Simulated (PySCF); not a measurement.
# Distorted geometries of [Bi(SH)4]+

[Bi(SH)4]+ (singlet). PySCF 2.14.0, RKS B3LYP, Bi def2-SVP with ECP60, S def2-SVP, H def2-SVP; non-relativistic Hamiltonian with scalar-relativistic core potentials where named; density fitting; no spin-orbit coupling. Relaxed geometry:

```xyz
9

Bi    0.1507    0.3588   -0.0092
S     0.0306   -1.3355    1.8577
H    -0.5056   -0.4430    2.7306
S     0.2906   -0.9645   -2.1537
H    -0.5400   -1.9358   -1.6875
S     2.1511    1.8951    0.0171
H     2.9809    0.9420   -0.4837
S    -1.8722    1.8421    0.2637
H    -1.3604    2.8161   -0.5352
```

Order these distorted geometries by energy above the relaxed one, lowest first.
A.
```xyz
9

Bi    0.1656    0.4774   -0.0776
S    -0.0297   -1.3298    1.8664
H    -0.4729   -0.4258    2.7810
S     0.2906   -0.9981   -2.1990
H    -0.4669   -1.8863   -1.7280
S     2.0576    1.9254   -0.0167
H     2.9709    0.8445   -0.4326
S    -1.8402    1.8019    0.3273
H    -1.3495    2.7662   -0.5208
```
B.
```xyz
9

Bi    0.1265    0.3586   -0.2337
S     0.1478   -1.3595    1.8815
H    -0.5451   -0.5838    2.8804
S     0.2917   -1.0278   -2.1944
H    -0.6078   -1.9378   -1.6511
S     2.0380    1.8892    0.1927
H     3.1192    1.0433   -0.4955
S    -1.7946    1.9839    0.2024
H    -1.4500    2.8091   -0.5823
```
C.
```xyz
9

Bi    0.1139    0.3166   -0.1198
S     0.0985   -1.2152    1.9242
H    -0.3820   -0.3736    2.7587
S     0.2805   -0.6853   -1.9804
H    -0.4697   -2.0167   -1.5589
S     2.1274    2.0120    0.0841
H     2.8660    0.8137   -0.4909
S    -1.8177    1.8218    0.1748
H    -1.4913    2.5021   -0.7918
```

A (0.59 eV), B (1.28 eV), C (2.76 eV).

Which forces (eV/Å) act in the one that lies 0.59 eV up?


```
Bi  -0.86 -2.98  0.49
S    0.17  0.62 -0.70
H    0.02  0.02 -0.06
S    2.02  2.69 -0.97
H   -2.00 -2.27  1.32
S    2.74 -0.51 -0.61
H   -1.28  1.62  0.59
S   -0.44  0.90 -0.33
H   -0.36 -0.09  0.27
```
Forces carry noise of the integration grid, about 0.01 to 0.03 eV/Å.
